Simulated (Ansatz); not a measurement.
Reaction (SMILES): BOC → [BH]OC + H atom (the B-H bond at the site shown breaks; other sites are not compared here)
Geometries: B3LYP-D3(BJ)/def2-TZVP minima from Ansatz (an electronic-structure program), one conformer each, not searched for the lowest. Frequencies are from Ansatz.

Property: bond dissociation energy (0 K, with B3LYP-D3(BJ) harmonic zero-point energies), in eV. Valence correlation only, unless marked. Open shells are spin-unrestricted. Spin-orbit coupling is left out. Non-relativistic. CBS(X,Y): correlation extrapolated as X^-3; Hartree-Fock from the larger set. The bracket is a focal-point correction in the basis named.

```csv
level,program,bond dissociation energy (eV),minus last row
HF/6-31G*,Ansatz,3.60,-0.93
HF/cc-pVTZ,Ansatz,3.52,-1.01
HF/cc-pVQZ,Ansatz,3.52,-1.01
PBE-D4/def2-TZVPD,Ansatz + dftd4,4.27,-0.26
revPBE/def2-TZVPD,Ansatz,4.19,-0.34
PBE0/6-31G*,Ansatz,4.39,-0.14
HSE06/def2-TZVPD,Ansatz,4.30,-0.23
LC-wPBE-D4/def2-TZVPD,Ansatz + dftd4,4.32,-0.21
B2PLYP-D3(BJ)/def2-TZVPD,Ansatz + dftd3,4.42,-0.11
B2PLYP/def2-TZVPD,Ansatz,4.42,-0.11
MP2/STO-3G,Ansatz,5.27,0.74
RI-MP2/cc-pVTZ,Ansatz,4.37,-0.16
"RI-MP2/CBS(cc-pVTZ,cc-pVQZ)",Ansatz,4.44,-0.09
CCSD/6-31G*,Ansatz,4.20,-0.33
"RI-MP2/CBS(aug-cc-pVTZ,aug-cc-pVQZ)+[CCSD(T)-MP2]/aug-cc-pVTZ",Ansatz,4.53,0.00
```
